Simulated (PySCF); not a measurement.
F5V, multiplicity 1. Atoms are numbered in the order given.

```xyz
6

V      0.0000     0.0000     0.0000
F      0.0000     0.0000     1.7210
F      0.0000     0.0000    -1.7210
F     -1.6843     0.0000     0.0000
F      0.8421     1.4586     0.0000
F      0.8421    -1.4586     0.0000
```
Charge 0, spin multiplicity 1.

Geometry: ωB97X-D3(BJ)/def2-SVP. The multiplicity is an assumed one; no other spin state was optimised. The isomer is the one that the SMILES or the coordinates give; other isomers of the formula were not compared.

Calculation: PySCF with M06-2X/def2-TZVP.

Symmetry labels are those of the subgroup C2v that the program uses (full group D3h).

Computed valence orbital energies around the gap with their symmetry:
| orbital | symmetry | energy (eV) |
|---|---|---|
| HOMO−7 | A1 | -16.30 |
| HOMO−6 | B1 | -16.30 |
| HOMO−5 | B1 | -15.74 |
| HOMO−4 | A1 | -14.84 |
| HOMO−3 | B1 | -14.84 |
| HOMO−2 | B2 | -14.76 |
| HOMO−1 | B2 | -14.53 |
| HOMO | A2 | -14.53 |
| LUMO | A2 | -4.60 |
| LUMO+1 | B2 | -4.60 |
| LUMO+2 | B1 | -3.65 |
| LUMO+3 | A1 | -3.65 |
